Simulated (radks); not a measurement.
Task: The germanium ion Ge2+, [Ar] 3d10 4s2. Method: non-relativistic Kohn-Sham, exchange-only B88, spin-polarised, spherical densities, point nucleus; computed with a radial shooting solver on a logarithmic mesh with Libxc functionals. Every spin shell is full or empty, so the densities are truly spherical. Functionals are evaluated on that one density, not self-consistently. Rank these orbital-free kinetic functionals by their error against the exact value of the orbitals, and give that value: Thomas-Fermi, von Weizsacker, TF + vW, TF + vW/9, TF + vW/5, LC94, APBEK, revAPBEK, Thakkar, Pearson, LKT, PG1, DePristo-Kress.

Result: Exact: 2074.71 hartree. From best to worst, with 100 (|E| - |E exact|)/|E exact| (equal figures are ties): APBEK +0.03, LC94 -0.05, DePristo-Kress -0.15, revAPBEK +0.27, Thakkar -0.52, TF + vW/9 -0.81, Pearson -1.21, TF + vW/5 +3.48, Thomas-Fermi -6.18, PG1 +18.04, LKT +22.80, TF + vW +42.12, von Weizsacker -51.70.
